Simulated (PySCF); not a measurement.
**Solvent effects on NMR parameters**

Atoms are numbered as in `[CH3:1]/[CH:2]=[CH:3]\[CH2:4][N:5]([CH3:6])/[CH:7]=[CH:8]\[F:9]`. Each H is labelled by its parent atom.

GIAO PBE0/pcSseg-1 in PySCF 2.14.0 with density-fitted response routines on one PBE0-D3(BJ)/def2-SVP conformer, non-relativistic, equivalent nuclei averaged. Solvents enter as an IEF-PCM continuum (benzene with ε = 2.3, acetone with ε = 20.5) around the gas-phase geometry. Shifts are referred to TMS, CFCl3 computed in the same medium.

In benzene, δ in ppm: C2 138.0, C8 134.7, C3 134.2, C7 125.7, C4 55.3, C6 37.3, C1 15.1, F9 -182.6, H(C8) 6.11, H(C2) 5.90, H(C3) 5.56, H(C7) 4.75, H(C4) 3.42, H(C6) 2.75. Dipole moment 2.60 D.

(1) How does each δ change in the more polar medium?

(2) Which nuclei move most (in ppm), and what does the model miss?

Results:

(1) 
```
atoms                                                  environment  Δδ, acetone
   C2                                                    alkene CH         +1.5
   C8                β carbon of an enol-ether or enamine type C=C         -0.2
   C3                                                    alkene CH         +0.3
   C7                               alkene carbon bearing nitrogen         +1.4
   C4                                  allylic sp3 CH2 bonded to N          0.0
   C6                                    methyl carbon bonded to N         +0.3
   C1                                        allylic methyl carbon         +0.3
   F9                                             vinylic fluorine         -3.0
H(C8)  hydrogen on a β carbon of an enol-ether or enamine type C=C        +0.10
H(C2)                                     hydrogen on an alkene CH        +0.07
H(C3)                                     hydrogen on an alkene CH         0.00
H(C7)                hydrogen on an alkene carbon bearing nitrogen        +0.24
H(C4)                   hydrogen on an allylic sp3 CH2 bonded to N        +0.10
H(C6)                      hydrogen on a methyl carbon bonded to N        +0.01
```

Changes are relative to benzene. The dipole moment becomes 2.93 D in acetone.

(2) F9 (vinylic fluorine, -3.0 ppm) in acetone. A continuum only polarises the solute; specific hydrogen bonds, the anisotropy of aromatic solvents and changes of geometry or conformer are outside it.
